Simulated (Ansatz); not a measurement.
Basis sets compared for (BeO)6 prism (Be6O6). Total charge 0; singlet. Geometry PBE-D4/def2-SVP. Ansatz on 4 threads of Arm Neoverse V2 on a shared host; times are rough, and most runs start from earlier orbitals.

```xyz
12

Be   -1.191    0.401   -1.070
O    -1.749    0.613    0.388
Be   -0.895   -0.289    1.357
O    -0.038   -1.575    1.052
Be    0.330   -1.543   -0.479
O    -0.371   -0.799   -1.677
Be    0.895    0.289   -1.357
O     0.038    1.575   -1.052
Be   -0.330    1.544    0.479
O     0.371    0.799    1.677
Be    1.191   -0.401    1.070
O     1.749   -0.613   -0.388
```

B3LYP takes the VWN-RPA correlation.

Binding counts from free atoms (Be singlet, O triplet) in the same basis, without a counterpoise term.

| level | functions | energy (Eh) | HOMO (eV) | LUMO (eV) | binding per atom (eV) | wall time |
| --- | --- | --- | --- | --- | --- | --- |
| HF/STO-3G | 60 | -530.6821 | -9.08 | 4.72 | 3.96 | 0.25 s |
| HF/6-31G | 108 | -537.6217 | -12.76 | 1.90 | 3.49 | 0.6 s |
| PBE-D4/def2-SVP | 138 | -539.5027 | -7.27 | -2.07 | 5.32 | 1.8 s |
| B3LYP-D4/6-31G | 108 | -540.5444 | -8.43 | -1.40 | 4.96 | 1.9 s |
| PBE0-D4/def2-SVP | 138 | -539.5151 | -8.85 | -1.21 | 5.11 | 2.5 s |

Estimate the rows for PBE-D4/def2-TZVP, B3LYP-D4/def2-TZVP, PBE0-D4/def2-TZVP (with forces).


```tsv
level	functions	energy (Eh)	HOMO (eV)	LUMO (eV)	binding per atom (eV)	wall time
PBE-D4/def2-TZVP	300	-540.1623	-6.89	-2.04	5.29	3.7 s
B3LYP-D4/def2-TZVP	300	-540.8675	-8.19	-1.53	5.12	6 s
PBE0-D4/def2-TZVP (with forces)	300	-540.1806	-8.41	-1.24	5.12	12 s
```
